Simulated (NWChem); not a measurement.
CH₄SSe; SMILES C[Se]S

```xyz
7

Se    -0.4682    -0.4644     0.0195
C      1.2652    -1.3501     0.0080
H      1.0584    -2.4291     0.0730
H      1.8562    -1.0369     0.8777
H      1.8050    -1.1363    -0.9234
S      0.1826     1.6408     0.0622
H      0.2725     1.8398    -1.2753
```
Atoms are numbered in this order, from 1.

Structure relaxed at the PBE0/def2-SVP level.

Spin-orbit effects, on the heavy nuclei and on their neighbours, are missing.

**Question.** Give the principal values of the shielding tensors (ppm) of Se1, C2, S6 from BHandHLYP/pcSseg-1, GIAO (NWChem), with their diamagnetic and paramagnetic parts as GIAO splits them.

**Answer.** 
```csv
atom,σ11,σ22,σ33,isotropic,diamagnetic,paramagnetic
Se1,1177.3,1237.1,2135.1,1516.5,2997.5,-1481.0
C2,131.4,162.7,185.3,159.8,248.1,-88.3
S6,426.5,531.9,761.6,573.3,1054.6,-481.3
```
